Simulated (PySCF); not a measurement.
**Correlation energy of I²⁺ (iodine, charge +2)**

[Kr] 4d10 5s2 5p3, high-spin 4S determinant. Computed with PySCF 2.14 in x2c-TZVPPall, with the spin-free X2C one-electron Hamiltonian (Gaussian nucleus). Frozen: [Kr] 4d10; 5 electrons correlated.

```tsv
level	correlation energy (mhartree)
CCSD	-72.93
(T)	-1.72
CCSD(T)	-74.65
```

Diagnostics: T1 = 0.0013, D1 = 0.0039, largest double amplitude 0.051.

Question: Is a single reference adequate?

Answer: Yes, within this model without spin-orbit coupling: T1 lies below 0.03 and no double amplitude reaches 0.07.
